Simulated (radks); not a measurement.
Excited configurations of Tl III: one electron is placed in a higher orbital outside [Xe] 4f14 5d10. The ground configuration is [Xe] 4f14 5d10 6s1. All-electron calculation, scalar-relativistic Kohn-Sham, SCAN, spin-polarised, spherical densities, finite nucleus; open shells are filled with parallel spins first (spin-orbit coupling, left out, can overturn this in heavy ions); meta-GGA in the generalised Kohn-Sham scheme; Fermi nuclear charge, rms radius 5.4759 fm. Program: a radial shooting solver on a logarithmic mesh with Libxc functionals. Excitation = E - E(ground); binding = E(ion) - E, where the ion is the core of charge +3; n* = 3/sqrt(2 binding) in atomic units, and the quantum defect is n - n*.

outer orbital  excitation (eV)  binding (eV)  quantum defect  eigenvalue (eV)
5f                      22.402         8.008           1.090           -6.294
6p                       9.850        20.560           3.560          -17.340
6d                      18.799        11.611           2.752           -9.541
7p                      20.232        10.178           3.531           -8.753
7d                      23.599         6.811           2.760           -5.772
7f                      26.634         3.776           1.305           -3.184

The Delta-SCF ionisation energy is 30.410 eV (NIST Atomic Spectra Database: 29.852 eV, measured). Self-interaction in the functional shifts the binding energies and quantum defects, so they are the method's values and not measured ones.
